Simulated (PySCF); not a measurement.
Gas-phase reaction: Ge(OH)4 → GeH4 + 2 O2

Energies from PySCF, thermal terms from the rigid-rotor harmonic-oscillator model, ideal gas at 1 bar. † marks an energy on the PBE0/def2-TZVP geometry and frequencies; other levels use their own. Open shells (unrestricted): O2 (multiplicity 3); the rest are closed-shell singlets. Ge: all electrons, no relativistic terms. Ge(OH)4: computed as isolated molecules; such fragments, hydroxides, amides, oligomers or adducts are transient or little studied in the gas. The harmonic model lacks anharmonicity and excited electronic states, which grow with temperature; levels with a mode under 35 cm⁻¹ are left out. Internal rotation in Ge(OH)4 is treated as a harmonic vibration of one conformer, which makes the entropy rough.

ΔH° and ΔS° at 298 K: BLYP/def2-TZVP† 922 kJ, 275 J/K; M06-2X/def2-TZVP† 1122 kJ, 275 J/K; PBE/def2-SVP 896 kJ, 272 J/K; PBE0/def2-QZVP† 1010 kJ, 275 J/K; PBE0/def2-SVP† 937 kJ, 275 J/K.

With the heat capacities included, give log10 K (1 bar) at 600, 1000, 1600, 1800, 2500 K from BLYP/def2-TZVP†, M06-2X/def2-TZVP†, PBE/def2-SVP, PBE0/def2-QZVP†, PBE0/def2-SVP†.


| T (K) | BLYP/def2-TZVP† | M06-2X/def2-TZVP† | PBE/def2-SVP | PBE0/def2-QZVP† | PBE0/def2-SVP† |
|---|---|---|---|---|---|
| 600 | -66.2 | -83.6 | -64.0 | -73.8 | -67.4 |
| 1000 | -34.4 | -44.9 | -33.2 | -39.0 | -35.2 |
| 1600 | -16.7 | -23.2 | -16.0 | -19.6 | -17.2 |
| 1800 | -13.5 | -19.3 | -12.8 | -16.0 | -13.9 |
| 2500 | -6.2 | -10.4 | -5.8 | -8.1 | -6.5 |
